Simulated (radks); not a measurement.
Species: the nickel ion Ni14+. Configuration: [Ne] 3s2 3p2. Calculated with a radial shooting solver on a logarithmic mesh with Libxc functionals: Dirac Kohn-Sham, BLYP, spin-unpolarised, spherical densities, finite nucleus; open shells fill j = l - 1/2 first; Fermi nuclear charge, rms radius 3.7757 fm.

Normalised radial functions P(r) = r R(r) (large component), r in bohr:

```
   r/bohr * 2s1/2, o 3d3/2 (the largest magnitude, 2.13, reaches the edge; | marks zero, & curves that meet)
 0.002797                             o  *
 0.003129                             o  *
   0.0035                             o   *
 0.003914                             o   *
 0.004378                             o    *
 0.004897                             o    *
 0.005477                             o     *
 0.006127                             o     *
 0.006853                             o      *
 0.007665                             o      *
 0.008573                             o       *
 0.009589                             o        *
  0.01073                             o        *
    0.012                             o         *
  0.01342                             o          *
  0.01501                             o          *
  0.01679                             o           *
  0.01878                             o           *
    0.021                             o            *
  0.02349                             o            *
  0.02628                             o            *
  0.02939                             o            *
  0.03287                             o            *
  0.03677                             o           *
  0.04113                             o          *
    0.046                             o         *
  0.05145                             o       *
  0.05755                             |o    *
  0.06386                             |o  *
  0.07142                             |&
  0.07989                          *  |o
  0.08936                      *      | o
  0.09995                  *          | o
   0.1118               *             |  o
    0.125           *                 |  o
   0.1399       *                     |   o
   0.1564     *                       |    o
    0.175   *                         |     o
   0.1957  *                          |       o
   0.2189  *                          |        o
   0.2448   *                         |         o
   0.2739     *                       |           o
   0.3063        *                    |             o
   0.3426            *                |              o
   0.3832               *             |               o
   0.4286                   *         |                o
   0.4794                      *      |                o
   0.5363                        *    |                o
   0.5998                          *  |               o
   0.6709                           * |              o
   0.7504                            *|            o
   0.8394                             *          o
   0.9388                             *       o
     1.05                             *     o
    1.175                             *   o
    1.314                             *  o
    1.469                             * o
    1.644                             *o
    1.838                             &
    2.056                             &
```

2s1/2: eigenvalue -1430.3 eV, 1 radial node at r = 0.0727 bohr, <r> = 0.243 bohr, 90 % of the charge inside 0.375 bohr. 3d3/2 (empty): eigenvalue -381.43 eV, 0 radial nodes, <r> = 0.581 bohr, 90 % of the charge inside 0.894 bohr.
